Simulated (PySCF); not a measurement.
## Worked example: entropy of an ideal gas

Ge(H)(NH2) (GeH3N), SMILES [NH2][GeH] (connectivity only; charge and spin as stated), neutral, multiplicity 1.

Coordinates come from a B3LYP-D3(BJ)/def2-TZVP optimisation.

PySCF with B3LYP-D3(BJ)/def2-TZVP gives the harmonic wavenumbers 493, 641, 691, 697, 881, 1574, 1851, 3548, 3654 cm⁻¹ and the rotational temperatures 6.1052, 0.5041, 0.4656 K. The molar mass is 89.66 g/mol, the symmetry number 1, the spin multiplicity 1.

### Question
Work out the entropy at 298.15 K and 1 atm in the rigid-rotor, harmonic-oscillator model.

### Answer

Translation (Sackur–Tetrode at 1 atm): S = R[1.5 ln M + 2.5 ln T − 1.16487] = 164.8 J/(mol K).
Rotation: q = (√π/σ) T^1.5/√(θA θB θC) = 7620, S = R[ln q + 3/2] = 86.8 J/(mol K).
Vibration: with u = 1.4388 ν/T, each mode gives R[u/(e^u − 1) − ln(1 − e^−u)]:
```json
[
 {"ν (cm⁻¹)": "493", "modes": "1", "u": "2.38", "S (J/(mol K))": "2.83"},
 {"ν (cm⁻¹)": "641", "modes": "1", "u": "3.09", "S (J/(mol K))": "1.61"},
 {"ν (cm⁻¹)": "691", "modes": "1", "u": "3.33", "S (J/(mol K))": "1.33"},
 {"ν (cm⁻¹)": "697", "modes": "1", "u": "3.36", "S (J/(mol K))": "1.30"},
 {"ν (cm⁻¹)": "881", "modes": "1", "u": "4.25", "S (J/(mol K))": "0.63"},
 {"ν (cm⁻¹)": "1574", "modes": "1", "u": "7.60", "S (J/(mol K))": "0.04"},
 {"ν (cm⁻¹)": "1851", "modes": "1", "u": "8.93", "S (J/(mol K))": "0.01"}
]
```
The stiffer modes add less than 0.005 each. Sum 7.7 J/(mol K).
Spin: R ln 1 = 0.0 J/(mol K).
Total 259.3 J/(mol K); the program's own thermochemistry gives 259.3. Translation makes up 64 % and vibration 3 %. Anharmonicity, hindered rotation and orbital degeneracy are left out.
